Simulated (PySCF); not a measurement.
Compound: C2H7BN2.
Numbering: `[CH2:1]=[CH:2][B:3]([NH2:4])[NH2:5]` (hydrogens: H6, H7 on C1; H8 on C2; H9, H10 on N4; H11, H12 on N5)

Structure used (PBE0-D3(BJ)/def2-SVP), in Å, numbered top down from 1:
```xyz
12
C2H7BN2 angstrom
C      1.9864    0.2713   -0.0688
C      0.8238    0.6191    0.4954
B     -0.5739   -0.0097    0.1243
N     -1.7417    0.7722    0.3074
N     -0.6337   -1.3281   -0.3906
H      2.9405    0.7396    0.1982
H      2.0356   -0.5016   -0.8457
H      0.8556    1.4201    1.2483
H     -1.6984    1.7398    0.5906
H     -2.6745    0.4618    0.0749
H      0.1747   -1.9319   -0.3963
H     -1.4869   -1.7877   -0.6748
```

Jobs on this species (12 atoms, 38 electrons) with PySCF (density fitting). Hardware of each: Arm Neoverse V1, one thread, no GPU, shared host. The host was shared with other jobs, so the times are rough.

Question: Rank these jobs by wall time, shortest first.
A. PBE0/pcSseg-1; shieldings, charges and field gradients; 120 basis functions
B. PBE0/def2-SVPD; 10 singlets by full TDDFT, 4 Tamm–Dancoff triplets, polarisability, ΔSCF ions; 156 basis functions
C. B3LYP/pcJ-1; spin–spin couplings from 12 perturbed nuclei, spin–dipole term for 3 of them; 205 basis functions

Answer: A (7.8 s), C (22 s), B (44 s).

All jobs:

```tsv
level and settings	work	basis functions	SCF cycles	wall time
PBE0/pcSseg-1	shieldings, charges and field gradients	120	13	7.8 s
B3LYP/pcJ-1	spin–spin couplings from 12 perturbed nuclei, spin–dipole term for 3 of them	205	13	22 s
delta-SCF UKS SCAN, pcX-2 on the ionised atom, pcseg-1 elsewhere, spin-free X2C	ΔSCF core ionisation, 4 holes	136	76	28 s
PBE0-D3(BJ)/def2-SVP, grid level 1	geometry optimisation from a GFN2-xTB start	105	60	28 s
PBE0-D3(BJ)/def2-SVP, grid level 1	geometry optimisation from a GFN2-xTB start shaken at random	105	70	34 s
wB97X-D/pcSseg-2	shieldings	278	13	34 s
PBE0/def2-SVPD	10 singlets by full TDDFT, 4 Tamm–Dancoff triplets, polarisability, ΔSCF ions	156	14	44 s
```

What do all jobs in the table cost together?

About 3.3 min; the longest takes about 22 % of that, and about 5.6 times as long as the shortest.
